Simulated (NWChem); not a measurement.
System: CH7NSi; SMILES C[SiH2]N

```xyz
10

Si    -0.4759     0.0661     0.0000
C      0.4499    -1.5836     0.0000
N      0.4781     1.5226     0.0000
H     -1.3317     0.1210     1.2186
H     -1.3317     0.1210    -1.2186
H      1.0869    -1.6913    -0.8861
H      1.0869    -1.6913     0.8861
H     -0.2624    -2.4191     0.0000
H      1.0000     1.7742    -0.8314
H      1.0000     1.7742     0.8314
```
Atoms are numbered in this order, from 1.

Level: B3LYP/6-31G* (spherical d) (NWChem), optimised geometry, unscaled harmonic frequencies. 

Task: List the harmonic frequencies with IR intensities, and the thermochemistry.

Result: 
```csv
frequency (cm⁻¹),IR intensity (km/mol)
167,4.4
176,12.6
233,7.6
411,253.5
467,16.6
655,8.9
681,7.6
764,59.7
835,20.4
919,31.6
936,60.4
937,129.0
962,253.3
1329,24.5
1493,2.7
1495,2.1
1628,42.3
2233,134.8
2237,210.0
3037,6.2
3108,17.1
3117,17.1
3554,12.8
3645,13.3
```

The zero-point energy is 50.0 kcal/mol and the thermal correction to the enthalpy at 298.15 K (with zero-point energy) is 54.2 kcal/mol. The heat capacity Cv is 19.5 cal/(mol K). The entropy at 298.15 K and 1 atm (symmetry number 1) is 72.1 cal/(mol K) and the dipole moment is 1.71 D.

Rigid rotor and harmonic oscillator.
